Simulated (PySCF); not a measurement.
Ga(F) cation (FGa), SMILES [F][Ga] (connectivity only; charge and spin as stated), charge +1, multiplicity 2.

Geometry: PBE0-D3(BJ)/def2-TZVPD. The spin state was assumed, not searched.

The numbers are results of CAM-B3LYP/def2-TZVPD run with PySCF, not measurements.

Computed frontier levels, dipole moment and polarisability:
α spin, highest occupied and lowest empty level: -18.06 and -7.67 eV
β spin, highest occupied and lowest empty level: -20.08 and -12.10 eV
dipole moment about the centre of nuclear charge: 3.79 D
mean static polarisability: 19.8 bohr³ (2.93 Å³)
polarisability, principal values: 17.7, 17.7, 24.0 bohr³
⟨S²⟩: 0.754 (pure state 0.75)
